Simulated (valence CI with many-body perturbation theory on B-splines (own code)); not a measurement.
**Cu5+: E2, M1 decay**

Calculated by relativistic CI+MBPT: six valence electrons over a frozen Dirac-Fock core [Ar], radial functions for each j: 7 s, 7 p, 8 d, 6 f, 4 g, 1 h, with the one-electron correlation potential Σ1 (screened to all orders), the two-electron term Σ2, the three-electron term Σ3, Breit, model QED; selected single and double excitations, second order for the rest, scaled by the run's own slope (own B-spline code, finite nucleus).

Against 30 measured levels this calculation errs by 577 cm⁻¹ on average and by 1949 at most. Among the levels kept, up to 610 cm⁻¹ of a level comes from second order outside the variational space, and about a tenth of that is noise between levels of different J, which matters for small intervals. Only levels of the ground parity were solved; by the run's estimate the other parity begins above the list, which can be wrong where configurations are misplaced.

Lines 1 to 50 of 113 in falling wavelength, among levels below 78315 cm⁻¹, chosen from the decays that carry over 1 % of a level's rate. Wavelengths and rates use the calculated energies, so an error of 600 cm⁻¹ moves a line at 14910 Å by 8.9 % and its rate by three times that or more. Electric multipoles are in the length gauge, E1 and E2 with the static RPA response of the core. Weak lines are less certain than strong ones. Lines between different terms over intervals too small for the method are left out, as are lines whose strength nearly cancels and 7 of this kind that miss the measured wavelength by over 7 %. The highest levels of a list are the least certain. Branching is blank where the lifetime is uncertain.

Letters in brackets count levels of one name in rising energy.

```
λ vac (Å)  λ from measured levels         Upper         Lower  Type   A (s⁻¹)  Branch %
2.004e+05               1.989e+05      3d⁶ ⁵D_1      3d⁶ ⁵D_2    M1  1.17e-02     100.0
1.679e+05               1.690e+05      3d⁶ ³H_5      3d⁶ ³H_6    M1  5.39e-03      92.4
1.276e+05               1.264e+05      3d⁶ ⁵D_2      3d⁶ ⁵D_3    M1  3.12e-02     100.0
    93340                   91680      3d⁶ ³G_4      3d⁶ ³G_5    M1  3.05e-02          
    86010                   83630      3d⁶ ⁵D_3      3d⁶ ⁵D_4    M1  5.46e-02     100.0
    83430                   84540  3d⁶ ³P_0 [a]  3d⁶ ³P_1 [a]    M1  9.16e-02       1.4
    30200                   29410  3d⁶ ³P_1 [a]  3d⁶ ³P_2 [a]    M1  8.27e-01      11.9
    14910                   15700      3d⁶ ³G_5      3d⁶ ³H_5    M1  2.39e-01      32.3
    13690                   14370      3d⁶ ³G_5      3d⁶ ³H_6    M1  3.76e-01      50.8
    13430                   13930      3d⁶ ³G_4      3d⁶ ³H_4    M1  1.26e-01          
    12950                   13110      3d⁶ ¹D_2      3d⁶ ³D_3    M1  3.22e-01       6.2
    12860                   13410      3d⁶ ³G_4      3d⁶ ³H_5    M1  9.36e-03          
    12690                   13120      3d⁶ ³G_3      3d⁶ ³H_4    M1  3.85e-01          
    12560                   12660      3d⁶ ¹D_2      3d⁶ ³D_1    M1  3.31e-01       6.3
    12370                   12450      3d⁶ ¹D_2      3d⁶ ³D_2    M1  6.13e-02       1.2
     8172                    8212  3d⁶ ³F_2 [b]      3d⁶ ¹F_3    M1  1.11e+00       8.7
     8031                    7704      3d⁶ ³D_1  3d⁶ ³P_0 [a]    M1  1.26e-01       4.0
     7420                    7452      3d⁶ ³D_2  3d⁶ ³F_3 [a]    M1  4.87e-02       1.9
     7325                    7060      3d⁶ ³D_1  3d⁶ ³P_1 [a]    M1  5.22e-01      16.4
     7225                    7234      3d⁶ ³D_3  3d⁶ ³F_3 [a]    M1  5.78e-02       1.6
     7196                    6985      3d⁶ ¹G_4  3d⁶ ³F_3 [a]    M1  9.04e-01      17.1
     6919                    6962      3d⁶ ³D_3  3d⁶ ³F_4 [a]    M1  7.77e-02       2.1
     6893                    6731      3d⁶ ¹G_4  3d⁶ ³F_4 [a]    M1  2.10e+00      39.8
     6792                    6495      3d⁶ ¹I_6      3d⁶ ³H_5    M1  4.83e-01      38.0
     6528                    6255      3d⁶ ¹I_6      3d⁶ ³H_6    M1  7.85e-01      61.8
     6075                    6313      3d⁶ ¹D_2      3d⁶ ³G_3    M1  5.99e-02       1.1
     5998                    6126      3d⁶ ¹G_4      3d⁶ ³H_4    M1  4.48e-01       8.5
     5938                    5737      3d⁶ ³D_2  3d⁶ ³P_2 [a]    M1  5.44e-01      21.7
     5895                    5694      3d⁶ ³D_1  3d⁶ ³P_2 [a]    M1  1.12e-01       3.5
     5882                    6023      3d⁶ ¹G_4      3d⁶ ³H_5    M1  1.79e+00      33.8
     5813                    5607      3d⁶ ³D_3  3d⁶ ³P_2 [a]    M1  4.76e-01      13.0
     5732                    5603      3d⁶ ¹F_3      3d⁶ ³D_3    M1  5.05e-01          
     5615                    5478      3d⁶ ¹F_3      3d⁶ ³D_2    M1  3.12e-01          
     4748                    4756  3d⁶ ³P_1 [b]      3d⁶ ¹D_2    M1  5.32e-01          
     4741                    4760      3d⁶ ¹D_2  3d⁶ ³F_2 [a]    M1  1.22e+00      23.4
     4734                    4739      3d⁶ ¹S_0  3d⁶ ³P_1 [a]    M1  1.14e+01          
     4640                    4548  3d⁶ ³P_1 [b]      3d⁶ ¹S_0    M1  8.62e-01          
     4637                    4662      3d⁶ ¹D_2  3d⁶ ³F_3 [a]    M1  2.14e+00      41.1
     4626                    4533      3d⁶ ¹D_2  3d⁶ ³P_1 [a]    M1  2.82e-01       5.4
     4012                    3927      3d⁶ ¹D_2  3d⁶ ³P_2 [a]    M1  7.32e-01      14.0
     3820                    3837      3d⁶ ¹F_3      3d⁶ ³G_3    M1  4.13e-01          
     3757                    3774      3d⁶ ¹F_3      3d⁶ ³G_4    M1  8.66e-01          
     3699                    3732  3d⁶ ³P_2 [a]      3d⁶ ⁵D_1    M1  4.71e-01      10.0
     3567                    3589  3d⁶ ³P_0 [b]      3d⁶ ³D_1    M1  6.33e-01          
     3552                    3572  3d⁶ ³P_0 [b]      3d⁶ ³D_2    E2  6.03e-01          
     3532                    3560  3d⁶ ³P_2 [a]      3d⁶ ⁵D_3    M1  4.24e+00      89.9
     3474                    3490  3d⁶ ³P_1 [b]      3d⁶ ³D_3    E2  3.59e-01          
     3460                    3323      3d⁶ ³H_4      3d⁶ ⁵D_3    M1  3.30e-02      14.0
     3445                    3457  3d⁶ ³P_1 [b]      3d⁶ ³D_1    M1  6.72e-01          
     3445                    3457  3d⁶ ³P_1 [b]      3d⁶ ³D_1    E2  3.13e-01
```
